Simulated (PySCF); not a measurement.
# Computed records: CH$_{5}$AlBN, B$_{2}$H$_{3}$NO, CH$_{5}$AlN$_{2}$, CH$_{2}$BFO and others

Computed with PySCF 2.14.0. Calculation on a computer-drawn molecule: optimised geometry and harmonic frequencies of an isolated molecule of the commonest isotopes, restricted reference for singlets and unrestricted otherwise, frozen core in MP2.

Common to all runs: charge 0; multiplicity 1.

(1) CH$_{5}$AlBN

Start structure:
```xyz
9
CH5AlBN
B     -3.6546    -0.5434     2.1282
C     -2.7757    -0.8468     1.1305
Al    -2.6641     0.5676    -0.2329
N     -2.5754     0.3791    -1.9599
H     -4.3853    -0.2620     3.0183
H     -2.2136    -1.7334     0.7914
H     -2.4868     2.0672     0.2891
H     -2.8595    -0.3891    -2.5478
H     -2.3497     1.0896    -2.6004
```

Here we set method HF and basis cc-pV(D+d)Z.

The calculation gives: rotational constants 23.82, 3.094, 2.738 GHz; total energy -361.8308 hartree; convergence status largest gradient component 2.496e-05 hartree/bohr.

Drawn bonds:
```tsv
atom	other atom	order
1	2	2
2	3	1
3	4	1
1	5	1
2	6	1
3	7	1
4	8	1
4	9	1
```

Optimised structure:
```xyz
9
CH5AlBN
B     -3.4198    -0.5325     2.2019
C     -3.0679    -0.8954     0.9268
Al    -2.8557     0.6220    -0.2494
N     -2.4037     0.3943    -1.9413
H     -3.7194    -0.1175     3.2616
H     -2.9082    -1.8977     0.5457
H     -3.0789     2.1011     0.2649
H     -2.2333    -0.4846    -2.3927
H     -2.2778     1.1390    -2.6010
```

Modes:
```tsv
frequency (cm⁻¹)	reduced mass (dalton)
93.98	3.114
130.7	2.804
216.6	3.227
362.3	1.077
430.1	1.256
549.6	1.515
573.2	1.098
582	1.088
627.9	3.72
774.3	1.258
785.8	1.386
796.5	1.365
867.8	3.073
961.8	1.575
1562	5.37
1675	1.111
1979	1.042
2932	1.134
3349	1.094
3779	1.052
3861	1.093
```

(2) B$_{2}$H$_{3}$NO

Start structure:
```xyz
7
B2H3NO
B     -1.2888    -0.6180    -2.1707
O     -0.4907     0.2102    -1.4384
B     -0.0239     0.0652    -0.1991
N      0.4210    -0.0400     0.9401
H     -1.5765    -0.2614    -3.2746
H     -1.6705    -1.6532    -1.7015
H      0.7749    -0.1263     1.8531
```

Settings of this run: method MP2 and basis cc-pVDZ.

It finds rotational constants 58.77, 4.518, 4.196 GHz; total energy -181.0172 hartree; convergence status largest gradient component 7.949e-06 hartree/bohr.

Drawn bonds:
```tsv
atom	other atom	order
1	2	1
2	3	1
3	4	2
1	5	1
1	6	1
4	7	1
```

Optimised structure:
```xyz
7
B2H3NO
B     -1.2873    -0.6141    -2.1724
O     -0.4805     0.2661    -1.4851
B     -0.0283     0.0717    -0.2155
N      0.4267    -0.0339     0.9460
H     -1.5998    -0.2938    -3.2888
H     -1.6431    -1.6425    -1.6521
H      0.7579    -0.1770     1.8769
```

Modes:
```tsv
frequency (cm⁻¹)	reduced mass (dalton)
162.1	3.916
216.2	1.895
288.8	1.387
302.3	1.087
506.5	2.654
512.2	2.952
855.9	4.182
1045	1.492
1094	1.346
1236	1.749
1352	2.326
2061	8.308
2637	1.05
2740	1.133
3912	1.101
```

(3) CH$_{5}$AlN$_{2}$

Start structure:
```xyz
9
CH5AlN2
N      0.6498     1.2665    -2.6927
Al    -0.0995     0.2709    -1.5424
C     -0.9862    -1.0417    -0.1435
N     -1.1539    -0.7521     1.2311
H      1.0582     2.1382    -2.3508
H     -0.5154    -2.0165    -0.2540
H     -1.9968    -1.2365    -0.5716
H     -1.7170     0.1496     1.3530
H     -0.3087    -0.5303     1.6900
```

Here we set method HF and basis cc-pV(D+d)Z.

The calculation gives: rotational constants 27.3, 2.606, 2.444 GHz; total energy -391.5343 hartree; convergence status largest gradient component 8.93e-06 hartree/bohr.

Drawn bonds:
```tsv
atom	other atom	order
1	2	2
2	3	1
3	4	1
1	5	1
3	6	1
3	7	1
4	8	1
4	9	1
```

Optimised structure:
```xyz
9
CH5AlN2
N      0.6285     1.3748    -2.2414
Al    -0.1111     0.2638    -1.3664
C     -1.0206    -1.0584    -0.1984
N     -1.1763    -0.7099     1.2190
H      1.0866     2.0584    -2.7921
H     -0.4826    -2.0077    -0.2647
H     -2.0097    -1.2665    -0.6147
H     -1.7012     0.1410     1.3264
H     -0.2832    -0.5473     1.6515
```

Modes:
```tsv
frequency (cm⁻¹)	reduced mass (dalton)
103.3	5.552
144.3	3.794
274.9	1.144
297.6	6.147
481.6	1.122
500.9	1.268
585	3.213
704.1	1.377
971.1	1.374
1120	3.69
1143	1.019
1249	7.551
1343	1.29
1484	1.205
1548	1.076
1785	1.085
3182	1.06
3227	1.102
3721	1.052
3801	1.094
4000	1.087
```

(4) CH$_{2}$BFO

Start structure:
```xyz
6
CH2BFO
O      0.2100     0.8678    -1.1455
C     -1.0612     0.7756    -1.6893
B     -2.2187     0.6999    -0.9236
F     -3.3219     0.6709    -0.2624
H      0.6675     0.0568    -1.3134
H     -1.1458     0.8233    -2.7713
```

Settings of this run: method MP2 and basis cc-pVDZ.

Results for CH$_{2}$BFO: rotational constants 49.27, 3.715, 3.489 GHz; total energy -238.5607 hartree; convergence status largest gradient component 2.934e-05 hartree/bohr.

Drawn bonds:
```tsv
atom	other atom	order
1	2	1
2	3	2
3	4	1
1	5	1
2	6	1
```

Optimised structure:
```xyz
6
CH2BFO
O      0.2291     0.8897    -1.1382
C     -1.0536     0.7799    -1.7088
B     -2.2250     0.6913    -0.9247
F     -3.3334     0.6665    -0.2359
H      0.6580     0.0367    -1.2947
H     -1.1453     0.8301    -2.8032
```

Modes:
```tsv
frequency (cm⁻¹)	reduced mass (dalton)
135.4	5.613
256.7	1.793
365.9	2.761
569.4	9.14
619.6	1.302
837.8	5.927
1128	4.016
1246	1.122
1339	1.485
1798	9.947
3178	1.085
3825	1.067
```

(5) AlH$_{3}$O$_{2}$Si

Start structure:
```xyz
7
AlH3O2Si
O     -3.8088     1.0811     1.3648
Si    -2.8577     1.5930     0.3327
O     -1.2719     1.4326     0.3250
Al     0.3064     0.9897     0.8122
H     -3.2509     2.3406    -0.8614
H      1.0968     2.0133     1.6981
H      0.8601    -0.3807     0.2903
```

Here we set method MP2 and basis cc-pV(D+d)Z.

It finds rotational constants 16.74, 2.129, 1.946 GHz; total energy -682.9586 hartree; convergence status largest gradient component 2.438e-05 hartree/bohr.

Drawn bonds:
```tsv
atom	other atom	order
1	2	2
2	3	1
3	4	1
2	5	1
4	6	1
4	7	1
```

Optimised structure:
```xyz
7
AlH3O2Si
O     -3.7353     1.0444     1.4280
Si    -2.8429     1.6043     0.3121
O     -1.2261     1.5107     0.1845
Al     0.3028     0.9881     0.8155
H     -3.3210     2.3431    -0.8667
H      1.0647     1.9865     1.7547
H      0.8318    -0.4075     0.3337
```

Modes:
```tsv
frequency (cm⁻¹)	reduced mass (dalton)
51.43	2.267
52.24	2.933
124.7	1.814
380.2	12.58
549	6.72
569	1.206
591.7	1.456
648	1.183
811.2	1.094
899.6	1.151
1035	9.491
1236	16.47
2012	1.022
2024	1.065
2343	1.045
```

(6) CH$_{4}$OSi

Start structure:
```xyz
7
CH4OSi
O     -0.9889     1.2456    -0.0698
C      0.2029     0.9231     0.6245
Si     1.0489    -0.6409    -0.1095
H     -0.7797     1.4044    -0.9803
H      0.9029     1.7662     0.6689
H     -0.1178     0.6965     1.6818
H      0.8989    -0.2594    -1.5698
```

Settings of this run: method HF and basis cc-pV(D+d)Z.

It finds rotational constants 35.19, 5.307, 4.784 GHz; total energy -403.9160 hartree; convergence status largest gradient component 1.983e-05 hartree/bohr.

Drawn bonds:
```tsv
atom	other atom	order
1	2	1
2	3	1
1	4	1
2	5	1
2	6	1
3	7	1
```

Optimised structure:
```xyz
7
CH4OSi
O     -0.9638     1.3660    -0.0781
C      0.1701     0.9035     0.6118
Si     1.2064    -0.5368    -0.1050
H     -0.7881     1.3495    -1.0066
H      0.9194     1.7117     0.7433
H     -0.1500     0.6634     1.6295
H      0.7732    -0.3218    -1.5490
```

Modes:
```tsv
frequency (cm⁻¹)	reduced mass (dalton)
195.3	1.414
304	1.084
313.9	2.611
550.3	1.684
646.8	2.399
902	1.222
1173	5.06
1266	1.087
1357	1.276
1485	1.234
1559	1.078
2105	1.042
3014	1.071
3208	1.085
4149	1.067
```
